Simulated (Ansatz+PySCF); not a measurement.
The numbers below are computed, except where a source is named.
Several solutions for doublet O(-)

A single O atom.

Basis set: aug-cc-pVDZ (spherical functions). Charge -1, multiplicity 2.

CASSCF(3,3) was run from several starts with Ansatz (development build ahead of 0.2.0) and PySCF 2.14.0. The starts are those of the Hartree–Fock orbitals from which the active space was taken at the frontier.

| run | program | start | converged | energy (hartree) | <S²> |
| --- | --- | --- | --- | --- | --- |
| A | Ansatz | search for the lowest state | yes | -74.79005 | 0.75 |
| B | Ansatz | atomic start, no search | yes | -74.78981 | 0.75 |
| C | Ansatz | stability test followed | yes | -74.79005 | 0.75 |
| D | PySCF | program defaults | yes | -74.77322 | 0.75 |

Problem. Which runs reached the lowest solution of this kind, and what is wrong with the others?

Solution. A, B, C reached the lowest solution found or ended within 0.01 eV of it (a small difference can mark another solution nearby). Converged but too high: D by 0.46 eV. Convergence only shows a stationary point; in CASSCF the end hangs on which orbitals enter the active space. Caution: other starts end on other solutions of this active space.
